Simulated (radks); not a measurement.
Values are calculated unless marked as measured or tabulated.
Task: Ionisation of Ir+, [Xe] 4f14 5d7 6s1, to Ir2+, [Xe] 4f14 5d7, under several functionals. Dirac Kohn-Sham, spin-unpolarised, spherical densities, finite nucleus; open shells are shared between the two j in proportion to 2j + 1; a radial shooting solver on a logarithmic mesh with Libxc functionals. The NIST Atomic Spectra Database gives 17.0 eV (semi-empirical). Rank these functionals by the error of their Delta-SCF ionisation energy: exchange-only LDA; XLYP; PW91.

Result: From best to worst: exchange-only LDA 16.702 eV (-0.298); PW91 17.552 eV (+0.552); XLYP 17.574 eV (+0.574). Spin polarisation and multiplet splitting are left out, so open shells lie too high by an amount that depends on their filling. Sharing an open shell by 2j + 1 raises it above the true ground level by a part of the spin-orbit splitting, which enters the differences from NIST.

Beside tabulated values, note that spin-unpolarised runs miss the spin-polarisation part of the exchange energy of open shells.
